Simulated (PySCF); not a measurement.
Structure elucidation problem

The spectra below were simulated for a compound C$_{3}$H$_{12}$OSi$_{4}$.

1H NMR (400 MHz, computed): δ 5.02 (s, 3H), 4.53 (m, 2H), 4.18 (t, 1H), 4.13 (s, 6H).

13C{1H} NMR (computed): δ 176.7 (C), 91.5 (CH), 15.5 (C).

[PySCF 2.14.0 with density-fitted response routines: GFN2-xTB structure; shielding tensors at PBE0/pcSseg-1 (GIAO); single conformer; rapidly exchanging positions averaged; isolated molecule; relativity neglected]

Chemical shifts δ = σref − σ; TMS for 1H (σ = 31.72 ppm) and 13C (σ = 186.93 ppm), all at this level.

**Question.** Deduce the structure.

**Answer.** 
- The formula gives 2 degrees of unsaturation (1 ring in the answer).
- 3 carbon signals for 3 carbons: no two carbons are equivalent.
- Carbon types of the structure: 2 × C, 1 × CH, leaving 11 H on heteroatoms.
- δC 176.7: alkene carbon bearing oxygen; an sp2 carbon further deshielded by the attached heteroatom.
- δC 91.5: β carbon of an enol-ether or enamine type C=C; the O or N lone pair pushes π density onto this β carbon and shields it.
- δC 15.5: allylic fully substituted sp3 carbon bonded to 3 Si.
- δH 5.02: hydrogen on a silicon bonded to O.
- δH 4.53: hydrogen on a silicon bonded to 2 C, in a 4-membered ring.
- δH 4.18: hydrogen on a β carbon of an enol-ether or enamine type C=C; lone-pair donation from O or N shields it, upfield of ordinary alkene protons.
- δH 4.13: hydrogen on a silicon bonded to C.

Structure: SMILES [SiH3]OC1=C[SiH2]C1([SiH3])[SiH3].

The data come from this structure; uniqueness wasn't tested.

Shifts are as computed. Against solution values, carbons near 30 ppm lie about +3 ppm off and those near 130 ppm about +5 ppm. Of 1211 compounds with measured shifts, 218 miss one by over three times the rms of a fit or turn the order of signals round; such compounds aren't used in these exercises. Multiplicities follow the n + 1 count of equivalent neighbours, as no J values were calculated; m marks all less simple cases, F and P coupling included.
